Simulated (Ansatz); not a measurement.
```yaml
crystal:
  periodic: [true, true, true]
  atoms:
    - {symbol: C, position_ang: [-0.878544, 1.303846, 0.072526]}
    - {symbol: Si, position_ang: [0.201683, -0.038835, -0.616047]}
    - {symbol: C, position_ang: [0.924348, -1.326128, 0.480140]}
    - {symbol: S, position_ang: [-0.441929, -2.026801, -0.581934]}
    - {symbol: H, position_ang: [-1.609220, 1.629290, -0.671429]}
    - {symbol: H, position_ang: [-1.416926, 0.940521, 0.949395]}
    - {symbol: H, position_ang: [-0.277440, 2.170991, 0.358868]}
    - {symbol: H, position_ang: [1.002983, 0.389621, -1.786004]}
    - {symbol: H, position_ang: [1.895808, -1.757416, 0.258390]}
    - {symbol: H, position_ang: [0.682335, -1.336189, 1.539094]}
basis:
  gaussian: {orbitals: def2-SVPD, fitting: {mean_field: def2-universal-jkfit}}
hamiltonian: {xc: {name: wPBEh}}
scf: {lower_state_search: off}
```

```sh
$ ansatz run in.yaml --threads 2 --pin off --events-out ev --progress --plain --max-ram 4352MiB
```

Output, abridged:

```
Error: YAML parse error: error: line 2 column 3: crystal: missing field `lattice` (a structure is typed as `lattice` and `atoms`, a molecule's as `atoms` in Å alone, or read from a run's directory, `checkpoint`)
 --> <input>:2:3
1 | crystal:
2 |   periodic: [true, true, true]
3 |   atoms:
4 |     - {symbol: C, position_ang: [-0.878544, 1.303846, 0.072526]}
```

Task: What is wrong with this run?

Result: The molecule is marked periodic without a cell. The input was rejected before any iteration.
